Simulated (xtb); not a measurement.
HfCl4, SMILES [Cl][Hf]([Cl])([Cl])[Cl], multiplicity 1. All values are semi-empirical tight-binding results from xtb (GFN2-xTB unless named), good for trends rather than for accurate numbers. Coordinates come from a GFN2-xTB optimisation. The multiplicity is an assumed one; other spin states were not compared. The isomer is the one that the SMILES or the coordinates give; other isomers of the formula were not compared.

For metal compounds this method's bond lengths and energies can be far off.

Q: Estimate the properties. (Estimate from the structure and the level; the computed values follow.)

A: 
```
Item                                           Result
-------------------------------------  --------------
point group as xtb finds it                        Td
orbital gap                                   2.85 eV
zero-point energy                        2.1 kcal/mol
G − E(el) at 298.15 K (modified RRHO)  -20.2 kcal/mol
```
